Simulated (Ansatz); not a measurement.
Mulliken charges of `CB(N)O` from r2SCAN/def2-TZVPP in Ansatz (PBE0-D4/def2-TZVP geometry).

```tsv
atom	x (Å)	y (Å)	z (Å)	charge (e)
C1	-0.969	0.701	-0.137	-0.298
B2	0.365	-0.143	-0.098	0.334
N3	0.613	-1.099	0.900	-0.381
O4	1.353	0.022	-1.046	-0.361
H5	-1.506	0.537	-1.078	0.065
H6	-1.657	0.464	0.677	0.041
H7	-0.755	1.773	-0.083	0.065
H8	1.461	-1.638	0.927	0.173
H9	-0.034	-1.301	1.638	0.164
H10	1.130	0.685	-1.699	0.197
```

**Question.** By hand: the dipole of these point charges (1 e Å = 4.8032 D).

**Answer.** Σ q r = (-0.056, -0.039, 0.089) e Å, of length 0.112 e Å = 0.54 D.

**Question.** How does the dipole of the full density compare? (Estimate.)

**Answer.** The calculation gave: (-0.152, 0.028, 0.080) e Å, 0.84 D; the point charges give 0.64 times that, at 42° from its direction.

Point charges leave out the atoms' own dipoles, such as those of lone pairs, and Mulliken's split depends on the basis, so the two needn't agree.
